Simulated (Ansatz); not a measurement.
Harmonic frequencies (cm⁻¹) at PBE0-D4/def2-TZVP from Ansatz: 120, 128, 203, 207, 246, 251, 337, 373, 430, 533, 594, 626, 677, 684, 759, 778, 3870, 3896.

Each molecule was computed in one conformer, which needn't be the lowest.

**Question.** Which molecule is it?
A. `[OH][W]([OH])([F])([F])=[S]`
B. `[NH2][W](=[O])([OH])=[S]`
C. `[NH]=[W](=[NH])([Cl])[Cl]`
D. `[F][W]([F])([F])([F])([Cl])[Cl]`

**Answer.** A.
